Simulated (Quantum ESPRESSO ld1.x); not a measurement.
The numbers below are computed, except where a source is named.
One sound ld1.x (Quantum ESPRESSO 7.5) input for neutral aluminium gives E = -241.7760 hartree in 23 iterations:

```
 &input
    zed=13.0,
    iswitch=1,
    rel=1,
    lsd=1,
    dft='SLA-VWN',
    config='[Ne] 3s2 3p1',
    prefix='ld1',
    max_out_wfc=37,
    file_charge='ld1.rho',
 /
```

Changed or added lines, one case at a time, and what came of them:

- rel=3: refused. The program stops in ld1_readin with "wrong rel": rel takes 0, 1 or 2.
- isic=1 latt=1: refused. The program stops in ld1_readin with "isic and latter correction not allowed": the two corrections exclude each other.
- noscf=.true.: refused. The program stops in ld1_readin with "hydrogenic levels available only with lsd=0": noscf gives hydrogenic levels and needs lsd = 0.
- config='[Ne] 3s2 3p': refused. The program stops in el_config with "no occupancy field?": each term needs its occupation.
- rel=2 cau_fact=9.81 (without lsd): crashed. The program stops in dirsol with "no classical turning point found": with c below Z the Dirac equation of a point nucleus has no 1s solution.
- zed=0.0: crashed. A zed of zero is read as not set; no element symbol is given either, so there is no nucleus and the run dies.
- dft='TPSS': refused. The program stops in ld1_setup with "meta-GGA not implemented for LSDA": ld1.x has meta-GGAs only without spin and for rel = 0 or 1.
